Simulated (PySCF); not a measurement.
An equivalent PySCF input for Mn²⁺ (manganese, charge +2), [Ar] 3d5, high-spin 6S determinant, with no relativity, point nucleus:

```python
from pyscf import gto, scf, dft, mp, cc
import basis_set_exchange as bse
mol = gto.M(atom="Mn 0 0 0", charge=2, spin=5, symmetry="D2h",
            basis=gto.basis.parse(bse.get_basis("aug-cc-pVDZ", elements=["Mn"], fmt="nwchem")))
mf = dft.UKS(mol, xc="WB97M_V")
mf.irrep_nelec = {'Ag': (5, 3), 'B1g': (1, 0), 'B2g': (1, 0), 'B3g': (1, 0), 'B1u': (2, 2), 'B2u': (2, 2), 'B3u': (2, 2)}
mf.kernel()
```

It reaches the same state as the run whose output follows, with an energy that differs only through the grid. The run itself started from symmetry-adapted Hartree-Fock orbitals and held the occupation by maximum overlap, on a logarithmic radial grid, so the iterations belong to that start.

```
SCF conv_tol = 1e-09
number electrons alpha = 14  beta = 9
XC functionals = WB97M_V
    N. Mardirossian and M. Head-Gordon.,  J. Chem. Phys. 144, 214110 (2016)
NLC functional = WB97M_V
cycle= 1 E= -1150.09090015656  delta_E= -0.00179  |g|= 0.0295  |ddm|= 0.22
cycle= 2 E= -1150.09106508122  delta_E= -0.000165  |g|= 0.017  |ddm|= 0.235
cycle= 3 E= -1150.09115339801  delta_E= -8.83e-05  |g|= 0.00115  |ddm|= 0.0788
cycle= 4 E= -1150.09115396867  delta_E= -5.71e-07  |g|= 1.83e-05  |ddm|= 0.00788
cycle= 5 E= -1150.09115396888  delta_E= -2.09e-10  |g|= 1.26e-06  |ddm|= 0.000133
converged SCF energy = -1150.09115396888  <S^2> = 8.7506057  2S+1 = 6.0002019
```
